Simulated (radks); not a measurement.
Question: The mean radii <r> (bohr) of the occupied orbitals of an atom or ion are listed with their occupations. Method: non-relativistic Kohn-Sham, BLYP, spin-polarised, spherical densities, point nucleus; computed with a radial shooting solver on a logarithmic mesh with Libxc functionals.

| orbital | occ. | <r> |
|---|---|---|
| 1s up | 1 | 0.1583 |
| 1s down | 1 | 0.1577 |
| 2s up | 1 | 0.7902 |
| 2s down | 1 | 0.8116 |
| 2p up | 3 | 0.7437 |
| 5f up | 1 | 10.04 |

Name the element and its charge. Open shells, if any, are filled with parallel spins first.

Answer: Z = 10, neon, charge +2: Ne2+ in [He] 2s2 2p3 5f1. The 1s radius gives Z: for a bare nucleus <r> = 1.5/Z, 0.15 bohr for Z = 10, and screening makes it slightly larger (0.1583 here). The occupations add up to 8, and the charge is Z minus that.
